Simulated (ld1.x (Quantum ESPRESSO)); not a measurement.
Tm: PAW pseudisation with LDA (PZ), fully relativistic reference atom.

Input for ld1.x (Quantum ESPRESSO) 7.5:

```
&input
   title='Tm', zed=69., rel=2, dft='PZ', iswitch=3,
   config='[Xe] 4f13 5d0 6s2 6p0', rel_dist='average',
   nld=5, rlderiv=3.80, eminld=-6.0, emaxld=5.0, deld=0.02
 /
 &inputp
   pseudotype=3, lpaw=.true., tm=.true., lloc=-1, rcloc=1.95,
   nlcc=.false.,
   which_augfun='PSQ', rmatch_augfun=1.85,
   file_pseudopw='Tm.UPF', file_wfcaegen='ae.wfc', file_wfcncgen='nc.wfc', file_beta='beta', file_chi='chi', file_wfcusgen='us.wfc'
 /
6
5S  1  0   2.00   0.00  1.60  2.00  0.0
6S  2  0   2.00   0.00  1.60  2.00  0.0
5P  2  1   6.00   0.00  2.25  2.85  0.0
6P  3  1   0.00   0.00  2.25  2.85  0.0
5D  3  2   0.00   0.00  2.85  3.50  0.0
5D  3  2   0.00   1.90  2.85  3.50  0.0
 &test
   configts(1)='5s2 5p6 5d0 6s2 6p0'
 /
```

Command:

```bash
ld1.x < Tm.in > Tm.out
```

Output (shortened: banner, matrices, multipoles, cross overlaps and the repeated all-electron block are left out):

```
Program LD1 v.7.5
 state nlj           4           3   2.5000000000000000       not converged
 state nlj           4           3   3.5000000000000000       not converged
 state nlj           4           3   2.5000000000000000       not converged
 state nlj           4           3   3.5000000000000000       not converged
 state nlj           5           2   1.5000000000000000       not converged
 state nlj           5           2   2.5000000000000000       not converged
 classical turning point too close to mesh           5           2           2
 classical turning point too close to mesh           5           2          -3
 classical turning point too close to mesh           6           1           1
 classical turning point too close to mesh           6           1          -2
 classical turning point too close to mesh           4           3           3
 classical turning point too close to mesh           4           3          -4
     --------------------------- All-electron run ----------------------------

     Tm
     dirac relativistic calculation

     atomic number is 69.00
     dft =PZ   lsd =0 sic =0 latt =0  beta=0.20 tr2=1.0E-14
     Exchange-correlation= PZ
                           (   1   1   0   0   0   0   0)
     mesh =1269 r(mesh) = 101.07810 a.u. xmin = -7.00 dx = 0.01250
     1 Ry =  13.60569312 eV, c = 137.03599908

     n l j   nl                  e(Ry)          e(Ha)          e(eV)
     Spin orbit split results
     1 0 0.5 1S 1( 2.00)     -4348.6757     -2174.3378    -59166.7470
     2 0 0.5 2S 1( 2.00)      -733.3450      -366.6725     -9977.6666
     2 1 0.5 2P 1( 2.00)      -699.1982      -349.5991     -9513.0757
     2 1 1.5 2P 1( 4.00)      -627.2323      -313.6161     -8533.9297
     3 0 0.5 3S 1( 2.00)      -164.7707       -82.3854     -2241.8196
     3 1 0.5 3P 1( 2.00)      -149.7205       -74.8602     -2037.0507
     3 1 1.5 3P 1( 4.00)      -134.5294       -67.2647     -1830.3653
     4 0 0.5 4S 1( 2.00)       -32.4142       -16.2071      -441.0177
     4 1 0.5 4P 1( 2.00)       -26.3649       -13.1825      -358.7134
     4 1 1.5 4P 1( 4.00)       -22.9205       -11.4602      -311.8487
     3 2 1.5 3D 1( 4.00)      -108.7761       -54.3880     -1479.9740
     3 2 2.5 3D 1( 6.00)      -105.4533       -52.7266     -1434.7647
     5 0 0.5 5S 1( 2.00)        -3.9277        -1.9639       -53.4396
     5 1 0.5 5P 1( 2.00)        -2.2916        -1.1458       -31.1782
     5 1 1.5 5P 1( 4.00)        -1.8680        -0.9340       -25.4149
     4 2 1.5 4D 1( 4.00)       -12.9535        -6.4768      -176.2416
     4 2 2.5 4D 1( 6.00)       -12.3269        -6.1635      -167.7163
     4 3 2.5 4F 1( 5.57)        -0.2933        -0.1466        -3.9904
     4 3 3.5 4F 1( 7.43)        -0.2052        -0.1026        -2.7915
     5 2 1.5 5D 1( 0.00)        -0.0796        -0.0398        -1.0832
     5 2 2.5 5D 1( 0.00)        -0.0653        -0.0326        -0.8881
     6 0 0.5 6S 1( 2.00)        -0.2969        -0.1485        -4.0398
     6 1 0.5 6P 1( 0.00)        -0.1001        -0.0500        -1.3619
     6 1 1.5 6P 1( 0.00)        -0.0809        -0.0404        -1.1000
     Averaged results
     1 0     1S 1( 2.00)     -4348.6757     -2174.3378    -59166.7470
     2 0     2S 1( 2.00)      -733.3450      -366.6725     -9977.6666
     2 1     2P 1( 6.00)      -651.2209      -325.6104     -8860.3117
     3 0     3S 1( 2.00)      -164.7707       -82.3854     -2241.8196
     3 1     3P 1( 6.00)      -139.5931       -69.7965     -1899.2604
     4 0     4S 1( 2.00)       -32.4142       -16.2071      -441.0177
     4 1     4P 1( 6.00)       -24.0686       -12.0343      -327.4702
     3 2     3D 1(10.00)      -106.7824       -53.3912     -1452.8484
     5 0     5S 1( 2.00)        -3.9277        -1.9639       -53.4396
     5 1     5P 1( 6.00)        -2.0092        -1.0046       -27.3360
     4 2     4D 1(10.00)       -12.5776        -6.2888      -171.1264
     4 3     4F 1(13.00)        -0.2429        -0.1215        -3.3053
     5 2     5D 1( 0.00)        -0.0710        -0.0355        -0.9661
     6 0     6S 1( 2.00)        -0.2969        -0.1485        -4.0398
     6 1     6P 1( 0.00)        -0.0873        -0.0436        -1.1873

     final scf error:  7.4E-15 reached in  34 iterations

     Etot =  -27147.402735 Ry,  -13573.701368 Ha, -369359.230705 eV

     Ekin =   30059.074107 Ry,   15029.537053 Ha,  408974.537856 eV
     Encl =  -67314.357395 Ry,  -33657.178697 Ha, -915858.489481 eV
     Eh   =   10664.587131 Ry,    5332.293566 Ha,  145099.099792 eV
     Exc  =    -556.706579 Ry,    -278.353289 Ha,   -7574.378872 eV

     normalization and overlap integrals

     s(1S/1S) =  1.000000  <r> =   0.0200  <r2> =    0.0005  r(max) =   0.0126
     s(2S/2S) =  1.000000  <r> =   0.0843  <r2> =    0.0085  r(max) =   0.0718
     s(2P/2P) =  1.000000  <r> =   0.0701  <r2> =    0.0061  r(max) =   0.0545
     s(2P/2P) =  1.000000  <r> =   0.0775  <r2> =    0.0073  r(max) =   0.0603
     s(3S/3S) =  1.000000  <r> =   0.2207  <r2> =    0.0558  r(max) =   0.2026
     s(3P/3P) =  1.000000  <r> =   0.2104  <r2> =    0.0515  r(max) =   0.1903
     s(3P/3P) =  1.000000  <r> =   0.2243  <r2> =    0.0584  r(max) =   0.2051
     s(4S/4S) =  1.000000  <r> =   0.4980  <r2> =    0.2804  r(max) =   0.4623
     s(4P/4P) =  1.000000  <r> =   0.5062  <r2> =    0.2922  r(max) =   0.4681
     s(4P/4P) =  1.000000  <r> =   0.5385  <r2> =    0.3303  r(max) =   0.4921
     s(3D/3D) =  1.000000  <r> =   0.1974  <r2> =    0.0458  r(max) =   0.1618
     s(3D/3D) =  1.000000  <r> =   0.2017  <r2> =    0.0477  r(max) =   0.1638
     s(5S/5S) =  1.000000  <r> =   1.2307  <r2> =    1.7094  r(max) =   1.0952
     s(5P/5P) =  1.000000  <r> =   1.3937  <r2> =    2.2191  r(max) =   1.1953
     s(5P/5P) =  1.000000  <r> =   1.5131  <r2> =    2.6210  r(max) =   1.2884
     s(4D/4D) =  1.000000  <r> =   0.5653  <r2> =    0.3715  r(max) =   0.4983
     s(4D/4D) =  1.000000  <r> =   0.5768  <r2> =    0.3867  r(max) =   0.5045
     s(4F/4F) =  1.000000  <r> =   0.7981  <r2> =    0.8909  r(max) =   0.4921
     s(4F/4F) =  1.000000  <r> =   0.8233  <r2> =    0.9681  r(max) =   0.4983
     s(5D/5D) =  1.000000  <r> =   3.4651  <r2> =   15.7297  r(max) =   2.0717
     s(5D/5D) =  1.000000  <r> =   3.7025  <r2> =   18.0134  r(max) =   2.1780
     s(6S/6S) =  1.000000  <r> =   3.9156  <r2> =   17.5236  r(max) =   3.2492
     s(6P/6P) =  1.000000  <r> =   5.4255  <r2> =   34.1122  r(max) =   4.4411
     s(6P/6P) =  1.000000  <r> =   5.8774  <r2> =   40.0164  r(max) =   4.7870

     ------------------------ End of All-electron run ------------------------

     --------------------- Generating PAW atomic setup --------------------

      Generating local potential from pseudized AE potential:
      Matching radius rcloc =   1.9500

      Local pseudo, rcloc= 1.946 Estimated cut-off energy=     6.58 Ry

      Computing core charge for PAW:

       r > 0.98 : true rho core
       r < 0.98 : rho core = a sin(br)/r    a=  23.77  b=   2.68

      Integrated core pseudo-charge :  13.16

     Fully relativistic calculation: |psi|^2

     Wfc 5S LC norm =  0.99968581 SC norm =  0.00031419 missing  0.00000000
     Speed at rcutus      0.562 a.u.,  v/c =  0.004101,  (v/c)^2 = -0.00001682

     Wfc 6S LC norm =  0.99997075 SC norm =  0.00002795 missing  0.00000130
     Speed at rcutus      0.400 a.u.,  v/c =  0.002915,  (v/c)^2 =  0.00000850

     Wfc 5P LC norm =  0.99975616 SC norm =  0.00024384 missing  0.00000000
     Speed at rcutus      0.224 a.u.,  v/c =  0.001636,  (v/c)^2 = -0.00000268

     Wfc 5P LC norm =  0.99979240 SC norm =  0.00020758 missing  0.00000002
     Speed at rcutus      0.244 a.u.,  v/c =  0.001783,  (v/c)^2 = -0.00000318

     Wfc 6P LC norm =  0.99998570 SC norm =  0.00001416 missing  0.00000014
     Speed at rcutus      0.293 a.u.,  v/c =  0.002140,  (v/c)^2 =  0.00000458

     Wfc 6P LC norm =  0.99998765 SC norm =  0.00001035 missing  0.00000200
     Speed at rcutus      0.240 a.u.,  v/c =  0.001748,  (v/c)^2 =  0.00000306

     Wfc 5D LC norm =  0.99995425 SC norm =  0.00004569 missing  0.00000006
     Speed at rcutus      0.318 a.u.,  v/c =  0.002321,  (v/c)^2 =  0.00000539

     Wfc 5D LC norm =  0.99995983 SC norm =  0.00003784 missing  0.00000232
     Speed at rcutus      0.323 a.u.,  v/c =  0.002359,  (v/c)^2 =  0.00000557
      Wfc-us  5S rcutus= 1.995  Estimated cut-off energy=    13.82 Ry
      Wfc-us  6S rcutus= 1.995  Estimated cut-off energy=    27.85 Ry
      Wfc-us  5P rcutus= 2.832  Estimated cut-off energy=    11.05 Ry
      Wfc-us  5P rcutus= 2.832  Estimated cut-off energy=    10.88 Ry
      Wfc-us  6P rcutus= 2.832  Estimated cut-off energy=    20.77 Ry
      Wfc-us  6P rcutus= 2.832  Estimated cut-off energy=    20.48 Ry
      Wfc-us  5D rcutus= 3.459  Estimated cut-off energy=     9.51 Ry
      Wfc-us  5D rcutus= 3.459  Estimated cut-off energy=     9.47 Ry
      Wfc-us  5D rcutus= 3.459  Estimated cut-off energy=     9.56 Ry
      Wfc-us  5D rcutus= 3.459  Estimated cut-off energy=     9.46 Ry

     Required augmentation: PSQ   radius:    1.850000

     Q pseudized with Bessel functions
     Expected ecutrho=     114.7449 due to l1=  2   l2=  2

     Estimated PAW energy = -611.032776 Ryd

     ------------------- End of pseudopotential generation -------------------

 state nlj           4           3   2.5000000000000000       not converged
 state nlj           4           3   3.5000000000000000       not converged
 state nlj           4           3   2.5000000000000000       not converged
 state nlj           4           3   3.5000000000000000       not converged
 state nlj           5           2   1.5000000000000000       not converged
 state nlj           5           2   2.5000000000000000       not converged
 classical turning point too close to mesh           5           2           2
 classical turning point too close to mesh           5           2          -3
 classical turning point too close to mesh           6           1           1
 classical turning point too close to mesh           6           1          -2
 classical turning point too close to mesh           4           3           3
 classical turning point too close to mesh           4           3          -4
     Computing logarithmic derivative in   3.79872
     Computing logarithmic derivative in   3.79872
     Computing the partial wave expansion
     R is outside the sphere for l=    0 j= 0.50
     R is outside the sphere for l=    0 j= 0.50
     R is outside the sphere for l=    1 j= 0.50
     R is outside the sphere for l=    1 j= 0.50
     R is outside the sphere for l=    1 j= 1.50
     R is outside the sphere for l=    1 j= 1.50
     R is outside the sphere for l=    2 j= 1.50
     R is outside the sphere for l=    2 j= 1.50
     R is outside the sphere for l=    2 j= 2.50
     R is outside the sphere for l=    2 j= 2.50

     ---------------------- Testing the pseudopotential ----------------------

     Tm
     dirac relativistic calculation

     atomic number is 69.00   valence charge is 10.00
     dft = SLA  PZ   NOGX NOGC   lsd =0 sic =0 latt =0  beta=0.20 tr2=1.0E-14
     mesh =1269 r(mesh) = 101.07810 xmin = -7.00 dx = 0.01250

     n l  j  nl             e AE (Ry)       e PS (Ry)    De AE-PS (Ry)
     1 0 0.5 5S   1( 2.00)       -3.92774       -3.92774       -0.00000
     2 1 0.5 5P   1( 2.00)       -2.29156       -2.29156        0.00000
     2 1 1.5 5P   1( 4.00)       -1.86796       -1.86796        0.00000
     3 2 1.5 5D   1( 0.00)       -0.07961       -0.07961        0.00000
     3 2 2.5 5D   1( 0.00)       -0.06527       -0.06528        0.00000
     2 0 0.5 6S   1( 2.00)       -0.29692       -0.29692       -0.00000
     3 1 0.5 6P   1( 0.00)       -0.10010       -0.10010       -0.00000
     3 1 1.5 6P   1( 0.00)       -0.08085       -0.08085        0.00000

     eps = 7.7E-15  iter =  4

     Etot =  -27147.402735 Ry,  -13573.701368 Ha, -369359.230705 eV
     Etotps =  -611.032768 Ry,    -305.516384 Ha,   -8313.524334 eV

     Ekin =     159.696210 Ry,      79.848105 Ha,    2172.777629 eV
     Encl =    -265.211292 Ry,    -132.605646 Ha,   -3608.383457 eV
     Ehrt =      51.184856 Ry,      25.592428 Ha,     696.405448 eV
     Ecxc =    -556.702543 Ry,    -278.351271 Ha,   -7574.323954 eV

     ---------------------- End of pseudopotential test ----------------------
```

Generation and configuration tests took about 2.5 s on one core of a shared server CPU.

Transferability test of the new file with ld1.x, input:

```
&input
   title='Tm', zed=69., rel=2, dft='PZ', iswitch=2,
   config='[Xe] 4f13 5d0 6s2 6p0', rel_dist='average'
 /
 &test
   file_pseudo='Tm.UPF', nconf=8,
   configts(1)='5s2 5p6 5d0 6s2 6p0',
   configts(2)='5s2 5p6 5d0 6s1 6p0',
   configts(3)='5s2 5p6 5d0 6s0 6p0',
   configts(4)='5s2 5p6 5d0 6s1.5 6p0',
   configts(5)='5s2 5p6 5d1 6s1 6p0',
   configts(6)='5s2 5p6 5d0.5 6s1.5 6p0',
   configts(7)='5s2 5p5 5d0 6s2 6p0',
   configts(8)='5s1 5p6 5d0 6s2 6p0'
 /
```

```bash
ld1.x < Tm.test.in > Tm.test.out
```

Pseudopotential blocks of its output, shortened (energy terms left out):

```
     ---------------------- Testing the pseudopotential ----------------------

     n l  j  nl             e AE (Ry)       e PS (Ry)    De AE-PS (Ry)
     1 0 0.5 5S   1( 2.00)       -3.92774       -3.92774       -0.00000
     2 1 0.5 5P   1( 2.00)       -2.29156       -2.29156        0.00000
     2 1 1.5 5P   1( 4.00)       -1.86796       -1.86796        0.00000
     3 2 1.5 5D   1( 0.00)       -0.07961       -0.07961        0.00000
     3 2 2.5 5D   1( 0.00)       -0.06527       -0.06528        0.00000
     2 0 0.5 6S   1( 2.00)       -0.29692       -0.29692       -0.00000
     3 1 0.5 6P   1( 0.00)       -0.10010       -0.10010       -0.00000
     3 1 1.5 6P   1( 0.00)       -0.08085       -0.08085        0.00000

     eps = 7.7E-15  iter =  4

     Etot =  -27147.402735 Ry,  -13573.701368 Ha, -369359.230705 eV
     Etotps =  -611.032768 Ry,    -305.516384 Ha,   -8313.524334 eV

     ---------------------- End of pseudopotential test ----------------------

          ---------------------- Testing the pseudopotential ----------------------

     n l  j  nl             e AE (Ry)       e PS (Ry)    De AE-PS (Ry)
     1 0 0.5 5S   1( 2.00)       -4.42815       -4.48832        0.06016  !
     2 1 0.5 5P   1( 2.00)       -2.79122       -2.84232        0.05110  !
     2 1 1.5 5P   1( 4.00)       -2.36648       -2.41111        0.04463  !
     3 2 1.5 5D   1( 0.00)       -0.51651       -0.53198        0.01548  !
     3 2 2.5 5D   1( 0.00)       -0.49532       -0.50945        0.01412  !
     2 0 0.5 6S   1( 1.00)       -0.69436       -0.69875        0.00439
     3 1 0.5 6P   1( 0.00)       -0.44023       -0.44247        0.00224
     3 1 1.5 6P   1( 0.00)       -0.40524       -0.40716        0.00192

     eps = 8.4E-15  iter = 18

     Etot =  -27146.911347 Ry,  -13573.455673 Ha, -369352.545018 eV
     Etotps =  -610.539702 Ry,    -305.269851 Ha,   -8306.815819 eV
     dEtot_ae =       0.491389 Ry
     dEtot_ps =       0.493067 Ry,   Delta E=      -0.001678 Ry

     ---------------------- End of pseudopotential test ----------------------
```

The test run then stopped with an error in new_paw_hamiltonian: “negative rho”.
